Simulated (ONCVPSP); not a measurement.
## aluminium (Al), ONCV: configuration errors across variants

| Item | Value |
| --- | --- |
| Element | Al (Z = 13) |
| Generator | ONCVPSP 4.0.1 |
| Type | optimised norm-conserving Vanderbilt (ONCV) |
| Functional | PBE |
| Relativity | fully relativistic |
| Frozen core | [Ne] |
| Valence charge | 3 |
| Reference configuration | 3s2 3p1 |
| Partial waves | 3s: rc 2.25 bohr, ncon 3, nbas 6, qcut 3.4 1/bohr, 2 projectors, debl 1.8 Ha; 3p: rc 2.00 bohr, ncon 4, nbas 7, qcut 4.4 1/bohr, 3 projectors, debl 1.2 Ha; d scattering state at 0.16 Ha: rc 1.85 bohr, ncon 4, nbas 7, qcut 5.1 1/bohr, 2 projectors, debl 2.5 Ha |
| Local potential | polynomial inside 1.20 bohr (lpopt 3, dvloc0 -1 Ha) |
| Core correction | none |

Open shells are filled in proportion to 2j + 1.

All-electron excitation energies from the reference (eV): (1) 3s2 3p0 5.761; (2) 3s1 3p0 24.987; (3) 3s2 3p0.5 2.086; (4) 3s0 3p3 10.451.

A true bound ghost makes a file unfit for plane-wave use even where its test errors are small: the radial tests pick states by their node count and pass the ghost by.

Errors AE − PS in meV (a dash: test not solved or not reliable):

```tsv
change	(1)	(2)	(3)	(4)	bound ghosts	GHOST(+) flags above zero
base	-3.0	+12	-0.5	+22	p3/2, p1/2	s, p3/2, p1/2
s: qcut 2	-2.3	-1.3	-0.5	+19	p3/2, p1/2	s, p3/2, p1/2
s: qcut 2.7	-2.7	+6.1	-0.5	+24	p3/2, p1/2	s, p3/2, p1/2
s: qcut 3	-2.7	+9.2	-0.5	+24	p3/2, p1/2	s, p3/2, p1/2
s: qcut 3.8	-3.5	+14	-0.6	+22	p3/2, p1/2	s, p3/2, p1/2
s: qcut 4.1	-3.7	+15	-0.6	+24	p3/2, p1/2	s, p3/2, p1/2
s: qcut 4.3	-3.7	+16	-0.6	+26	p3/2, p1/2	s, p3/2, p1/2
s: qcut 4.7	-3.8	+17	-0.6	+30	p3/2, p1/2	s, p3/2, p1/2
s: qcut 5.1	-3.8	+18	-0.6	+32	p3/2, p1/2	s, p3/2, p1/2
```

Problem. Give the same row for: s: qcut 2.5.

Solution. -2.7, +3.8, -0.5, +23; bound ghosts: p3/2, p1/2; GHOST(+) flags above zero: s, p3/2, p1/2.
